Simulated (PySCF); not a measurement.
Isomers of C8H14OSi, one GFN2-xTB conformer each. Single-point energies are computed at PBE0/pcSseg-1 (PySCF, gas phase, no added dispersion term), electronic only.

| SMILES | GFN2-xTB relative energy (kcal/mol) |
| --- | --- |
| CC#C[SiH2]OC/C=C/CC | 0.0 |
| CO/C=C\[C@H](C)C1=C[SiH2]C1 | 30.3 |

Conformers: `[CH3:1][C:2]#[C:3][SiH2:4][O:5][CH2:6]/[CH:7]=[CH:8]/[CH2:9][CH3:10]` with C3–Si4–O5–C6 -57°, Si4–O5–C6–C7 179°, O5–C6–C7–C8 125°, C7–C8–C9–C10 118°; `[CH3:1][O:2]/[CH:3]=[CH:4]\[C@H:5]([CH3:6])[C:7]1=[CH:8][SiH2:9][CH2:10]1` with C1–O2–C3–C4 176°, C3–C4–C5–C6 -134°, C4–C5–C7–C8 111°.

What does PBE0/pcSseg-1 give for the same structures?

| SMILES | PBE0/pcSseg-1 E (Eh) | PBE0/pcSseg-1 (kcal/mol) | GFN2-xTB (kcal/mol) | point group |
| --- | --- | --- | --- | --- |
| CC#C[SiH2]OC/C=C/CC | -677.30517 | 0.0 | 0.0 | C1 |
| CO/C=C\[C@H](C)C1=C[SiH2]C1 | -677.27729 | 17.5 | 30.3 | C1 |

Both levels put the same isomer lowest. As drawn, the lower has a C≡C bond and an Si–O bond, which the higher lacks; the higher has a four-membered ring, which the lower lacks.

Which frontier levels, dipoles and rotational constants go with these structures?

```json
{"SMILES": "CC#C[SiH2]OC/C=C/CC", "HOMO (eV, PBE0/pcSseg-1)": "-7.22", "LUMO (eV)": "-0.12", "dipole (D)": "2.05", "A, B, C (MHz)": "2896, 319.8, 295.0"}
{"SMILES": "CO/C=C\\[C@H](C)C1=C[SiH2]C1", "HOMO (eV, PBE0/pcSseg-1)": "-6.36", "LUMO (eV)": "0.09", "dipole (D)": "2.44", "A, B, C (MHz)": "1791, 620.9, 497.6"}
```

As an exercise, what shares would exp(−E/RT) give at 2000 K from these electronic energies alone (no entropy, no degeneracies)?

RT = 3.974 kcal/mol: CC#C[SiH2]OC/C=C/CC 98.8 %, CO/C=C\[C@H](C)C1=C[SiH2]C1 1.2 %.
